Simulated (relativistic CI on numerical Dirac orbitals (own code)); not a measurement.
**How well does a small relativistic CI reproduce O I?**

Calculated at this level of theory: Dirac-Coulomb-Breit CI, separate exchange-only KLI orbitals for each configuration, model QED (radiative potential, 1s self-energy scaled to tabulated hydrogen-like ionisation energies), valence Slater integrals scaled by 0.85, P86 correlation estimate, and configurations built on the next ion tied to the tabulated ionisation energy (semi-empirical) (own radial code, finite nucleus).

Configurations in the expansion (outside the closed core 1s2): 2s²2p⁴, 2s²2p³3s, 2s²2p³3p, 2s²2p³4s, 2s²2p³3d, 2s2p⁵, 2p⁶, 2s²2p³4p, 2s²2p³4d, 2s²2p³4f, 2s²2p²3s². Levels of other configurations are missing.

| Configuration | Term (tabulated) | J | Measured (cm⁻¹) | Computed | Error | Purity (%) |
| --- | --- | --- | --- | --- | --- | --- |
| 2s²2p⁴ | 3P | 2 | 0.0 | 0 | 0 | 100 |
| 2s²2p⁴ | 3P | 1 | 158.3 | 154 | -4 | 100 |
| 2s²2p⁴ | 3P | 0 | 227.0 | 222 | -5 | 100 |
| 2s²2p⁴ | 1D | 2 | 15867.9 | 15139 | -729 | 100 |
| 2s²2p⁴ | 1S | 0 | 33792.6 | 28972 | -4820 | 97 |
| 2s²2p³3s | 5S° | 2 | 73768.2 | 73705 | -63 | 100 |
| 2s²2p³3s | 3S° | 1 | 76795.0 | 76538 | -257 | 100 |
| 2s²2p³3p | 5P | 1 | 86625.8 | 86161 | -465 | 100 |
| 2s²2p³3p | 5P | 2 | 86627.8 | 86163 | -465 | 100 |
| 2s²2p³3p | 5P | 3 | 86631.5 | 86166 | -465 | 100 |
| 2s²2p³3p | 3P | 1 | 88630.6 | 87923 | -707 | 99 |
| 2s²2p³3p | 3P | 2 | 88631.1 | 87925 | -706 | 99 |
| 2s²2p³3p | 3P | 0 | 88631.3 | 87923 | -708 | 99 |
| 2s²2p³4s | 5S° | 2 | 95476.7 | 95566 | 90 | 100 |
| 2s²2p³4s | 3S° | 1 | 96225.0 | 96441 | 216 | 100 |
| 2s²2p³3d | 5D° | 4 | 97420.6 | 96647 | -773 | 100 |
| 2s²2p³3d | 5D° | 3 | 97420.7 | 96647 | -773 | 100 |
| 2s²2p³3d | 5D° | 2 | 97420.8 | 96647 | -773 | 100 |
| 2s²2p³3d | 5D° | 1 | 97420.9 | 96648 | -773 | 100 |
| 2s²2p³3d | 5D° | 0 | 97421.0 | 96648 | -773 | 100 |
| 2s²2p³3d | 3D° | 1 | 97488.4 | 96761 | -728 | 100 |
| 2s²2p³3d | 3D° | 2 | 97488.4 | 96761 | -728 | 100 |
| 2s²2p³3d | 3D° | 3 | 97488.5 | 96761 | -728 | 100 |

Measured levels from NIST Handbook of Basic Atomic Spectroscopic Data (Sansonetti and Martin, J. Phys. Chem. Ref. Data 34, 1559 (2005)); pairs were made by configuration, J and term (by order where the table uses no LS term), so strongly mixed levels may be paired wrongly.

Mean error by configuration (cm⁻¹): 2s²2p⁴ -1390; 2s²2p³3s -160; 2s²2p³3p -586; 2s²2p³4s 153; 2s²2p³3d -756. Over the excited levels the mean absolute error is 716 cm⁻¹ (22 of the 22 excited levels that our extract of the source holds in range could be paired), and the median relative error of those above 1,000 cm⁻¹ is 0.77 %.

Transition probabilities of persistent lines. The last column rescales the computed rate by the cube of measured over computed energy:

| λ measured (Å) | Lower | Upper | A tabulated (s⁻¹) | A computed | A rescaled |
| --- | --- | --- | --- | --- | --- |
| 1302.17 vacuum | 2s²2p⁴ ³P2 | 2s²2p³3s ³S°1 | 3.15e+08 | 3.48e+08 | 3.52e+08 |
| 1304.86 vacuum | 2s²2p⁴ ³P1 | 2s²2p³3s ³S°1 | 1.87e+08 | 2.07e+08 | 2.09e+08 |
| 1306.03 vacuum | 2s²2p⁴ ³P0 | 2s²2p³3s ³S°1 | 6.23e+07 | 6.89e+07 | 6.96e+07 |
| 7771.94 air | 2s²2p³3s ⁵S°2 | 2s²2p³3p ⁵P3 | 3.69e+07 | 3.61e+07 | 3.98e+07 |
| 7774.17 air | 2s²2p³3s ⁵S°2 | 2s²2p³3p ⁵P2 | 3.69e+07 | 3.61e+07 | 3.97e+07 |
| 7775.39 air | 2s²2p³3s ⁵S°2 | 2s²2p³3p ⁵P1 | 3.69e+07 | 3.61e+07 | 3.97e+07 |
| 8446.25 air | 2s²2p³3s ³S°1 | 2s²2p³3p ³P0 | 3.22e+07 | 3.10e+07 | 3.48e+07 |
| 8446.36 air | 2s²2p³3s ³S°1 | 2s²2p³3p ³P2 | 3.22e+07 | 3.10e+07 | 3.48e+07 |
| 8446.76 air | 2s²2p³3s ³S°1 | 2s²2p³3p ³P1 | 3.22e+07 | 3.10e+07 | 3.48e+07 |
| 9266.01 air | 2s²2p³3p ⁵P3 | 2s²2p³3d ⁵D°4 | 4.45e+07 | 4.27e+07 | 4.66e+07 |
| 13163.89 air | 2s²2p³3p ³P1 | 2s²2p³4s ³S°1 | 7.14e+06 | 1.01e+07 | 7.17e+06 |
| 13164.85 air | 2s²2p³3p ³P2 | 2s²2p³4s ³S°1 | 1.19e+07 | 1.69e+07 | 1.20e+07 |
